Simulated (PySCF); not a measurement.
**Potassium: a sound run and one with changed settings**

Sound run: K [Ar] 4s1, K⁺ [Ar]. Calculation: PySCF 2.14, in Sapporo-DKH3-DZP-2012 (6s5p1d, 26 functions); scalar relativity by spin-free X2C-1e. The sound run starts from symmetry-adapted Hartree-Fock orbitals and uses a fine grid where one is needed.

A second run was set up differently.

| species | method | sound run (hartree) | changed run (hartree) | converged |
| --- | --- | --- | --- | --- |
| K | UHF | -601.44501 | -600.83807 | no |
| K | TPSS | -602.23016 | -601.66854 | no |
| K | r2SCAN | -602.17495 | -601.60359 | no |
| K⁺ | UHF | -601.29717 | -601.29716 | no |
| K⁺ | TPSS | -602.07346 | -602.07333 | no |
| K⁺ | r2SCAN | -602.01839 | -602.01831 | no |

(1) What was changed?
A. level shift left on
B. basis contracted for another Hamiltonian
C. too few SCF iterations
D. angular grid far too coarse

Results:

(1) A. It used initial guess 1e, at most 50 SCF cycles, level shift 10.0 hartree. A level shift slows the SCF but leaves a converged energy unchanged.
